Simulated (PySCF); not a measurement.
# Au: excitation energy

Au [Xe] 4f14 5d10 6s1 (2S) → Au [Xe] 4f14 5d9 6s1 6p1 (high-spin determinant), as a difference of total energies. Calculation: PySCF 2.14, in x2c-TZVPPall (11s7p7d3f1g, 97 functions); scalar relativity by spin-free X2C-1e. Correlated levels: valence: [Xe] 4f14 frozen. The calculations carry no spin-orbit coupling.

```csv
method,excitation energy (eV)
UHF,4.756
MP2 (valence),6.470
SCS-MP2 (valence),6.454
CCSD (valence),6.077
CCSD(T) (valence),6.171
```

Task: How much does correlation contribute at CCSD(T) (valence)?

Result: 6.171 − (4.756) = 1.415 eV, measured against UHF.

A first-order spin-orbit estimate (lowest level to lowest level, LS coupling) adds -0.401 eV.

The basis was made for the ground configuration and has no added diffuse functions, so the excitation energy can come out too high.

The determinant of the upper state mixes LS terms, which raises its energy above the lowest term, most at the Hartree-Fock and MP2 levels.
